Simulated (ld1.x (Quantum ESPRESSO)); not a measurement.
# An all-electron radial function and its pseudo partner (nitrogen)

Columns: radius, all-electron u(r) and pseudo u(r) of the 2s shell (level -18.87 eV) of nitrogen in the configuration [He] 2s1 2p4; LDA (PZ), scalar-relativistic, ultrasoft scheme, ld1.x (Quantum ESPRESSO) 7.5.

| r (bohr) | all-electron | pseudo |
| --- | --- | --- |
| 0.113 | 0.3895 | -0.1397 |
| 0.225 | 0.2422 | -0.2769 |
| 0.338 | -0.0481 | -0.4119 |
| 0.450 | -0.3298 | -0.5390 |
| 0.563 | -0.5582 | -0.6555 |
| 0.675 | -0.7195 | -0.7536 |
| 0.788 | -0.8222 | -0.8290 |
| 0.900 | -0.8753 | -0.8756 |
| 1.013 | -0.8913 | -0.8913 |
| 1.125 | -0.8799 | -0.8799 |
| 1.238 | -0.8494 | -0.8494 |
| 1.350 | -0.8069 | -0.8069 |
| 1.463 | -0.7565 | -0.7565 |
| 1.575 | -0.7027 | -0.7027 |
| 1.688 | -0.6472 | -0.6472 |
| 1.800 | -0.5927 | -0.5927 |
| 1.913 | -0.5396 | -0.5396 |
| 2.025 | -0.4895 | -0.4895 |
| 2.138 | -0.4421 | -0.4421 |
| 2.250 | -0.3985 | -0.3985 |
| 2.363 | -0.3578 | -0.3578 |
| 2.475 | -0.3208 | -0.3208 |
| 2.588 | -0.2869 | -0.2869 |
| 2.700 | -0.2563 | -0.2563 |
| 2.813 | -0.2284 | -0.2284 |
| 2.925 | -0.2034 | -0.2034 |

Question: How many radial nodes do the two functions have?

Answer: The all-electron 2s function has n − l − 1 = 1; the pseudo-wave has 0, since the states of the same l below it are removed with the core.

Question: At about which radius was the pseudo-wave matched?

Answer: 0.95 bohr, where the columns begin to agree (steps of 0.11 bohr).

Question: Is the pseudo-wave norm-conserving?

Answer: No, it belongs to an ultrasoft set: the norm inside the radius is not constrained, and the difference is carried by the augmentation charge.
